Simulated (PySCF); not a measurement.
Germanium: a sound run and one with changed settings

Sound run: Ge⁺ [Ar] 3d10 4s2 4p1, Ge²⁺ [Ar] 3d10 4s2. All numbers are calculated (PySCF 2.14, no relativity, point nucleus, in pcseg-2). In the sound run the correlated levels freeze [Ar] 3d10. The sound run starts from symmetry-adapted Hartree-Fock orbitals and uses a fine grid where one is needed.

Changed run: a valence shell is frozen. This setting is unsound on purpose.

Ionisation energy of Ge⁺:

| method | sound run (eV) | changed run (eV) |
| --- | --- | --- |
| UHF | 15.272 | 15.272 |
| MP2 | 15.503 | 15.272 |
| SCS-MP2 | 15.490 | 15.272 |
| CCSD | 15.574 | 15.272 |
| CCSD(T) | 15.596 | 15.272 |
| CCSDT | n/a | 15.272 |
| FCI | n/a | 15.272 |

Freezing a valence shell removes pair correlation that changes on ionisation.

For comparison, NIST gives 15.935 eV between the lowest levels.
